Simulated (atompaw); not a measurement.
# u(r) = r·R(r): atom against pseudo-atom (cobalt)

Columns: radius, all-electron u(r) and pseudo u(r) of the 3d shell (level -8.20 eV) of cobalt in the configuration [Ne] 3s2 3p6 3d7 4s2 4p0; PBE, scalar-relativistic, PAW (atompaw) scheme, atompaw 4.2.0.5.

```csv
r (bohr),all-electron,pseudo
0.052,0.0168,0.0003
0.104,0.0887,0.0021
0.156,0.2051,0.0069
0.208,0.3414,0.0156
0.260,0.4778,0.0285
0.312,0.6020,0.0459
0.363,0.7058,0.0672
0.415,0.7914,0.0933
0.467,0.8569,0.1240
0.519,0.9036,0.1598
0.571,0.9335,0.2010
0.623,0.9490,0.2474
0.675,0.9528,0.2983
0.727,0.9473,0.3519
0.779,0.9344,0.4054
0.831,0.9161,0.4560
0.883,0.8937,0.5013
0.935,0.8684,0.5404
0.987,0.8412,0.5740
1.038,0.8133,0.6036
1.090,0.7843,0.6318
1.142,0.7550,0.6573
1.194,0.7259,0.6756
1.246,0.6971,0.6799
1.298,0.6689,0.6666
1.350,0.6414,0.6414
```

Question: How many radial nodes do the two functions have?

Answer: The all-electron 3d function has n − l − 1 = 0; the pseudo-wave has 0.

Question: Is the pseudo-wave norm-conserving?

Answer: No, it belongs to a PAW set: the norm inside the radius is not constrained, and the difference is carried by the augmentation charge.
